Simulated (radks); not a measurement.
The technetium ion Tc+, [Kr] 4d5 5s1. Calculated with a radial shooting solver on a logarithmic mesh with Libxc functionals: non-relativistic Kohn-Sham, PBE, spin-polarised, spherical densities, point nucleus. Every spin shell is full or empty, so the densities are truly spherical. Functionals are evaluated on that one density, not self-consistently. Rank these orbital-free kinetic functionals by their error against the exact value of the orbitals, and give that value: Thomas-Fermi, TF + vW/5, APBEK, Perdew 92, Pearson, LKT, PG1, DePristo-Kress.

Answer. Exact: 4204.27 hartree. From best to worst, with 100 (|E| - |E exact|)/|E exact| (equal figures are ties): DePristo-Kress -0.06, APBEK +0.15, Perdew 92 -0.66, Pearson -0.95, TF + vW/5 +3.21, Thomas-Fermi -5.53, PG1 +16.05, LKT +20.37.
